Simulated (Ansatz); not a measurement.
Job for Ansatz (a quantum-chemistry and plane-wave program): U-HF/def2-TZVPP on CH2F (SMILES [CH2]F), 2S+1 = 2, atoms moved off the minimum.

Ansatz 0.2 input:
```yaml
crystal:
  periodic: [false, false, false]
  atoms:
    - {symbol: C, position_ang: [-0.66486956, 0.06856601, 0.10139044]}
    - {symbol: F, position_ang: [0.59269104, -0.03093042, 0.00452303]}
    - {symbol: H, position_ang: [-1.26004118, -0.84371444, -0.16729494]}
    - {symbol: H, position_ang: [-1.04872465, 0.99172759, -0.05667263]}
basis:
  gaussian:
    orbitals: def2-TZVPP
hamiltonian:
  xc: {name: HF}
magnetization: {spin_polarized: true, initial_magnetization: 1}
output: {forces: true}
```

The head of its log:

```
WARN ansatz: RAYON_NUM_THREADS=1 ignored (pool sized by the plan → 1); use --threads N
Functional definition: HF
integrals: 0.01 GiB planned
548 factors; their error is unknown
mean field: 0.14 GiB planned
mean field evaluation 1: about -3766.8148 eV, gradient 1.3e1 eV
mean field evaluation 2: about -3767.5288 eV, gradient 4.8e0 eV
```

Question: Predict the final total energy.

Answer: -138.4619 hartree.
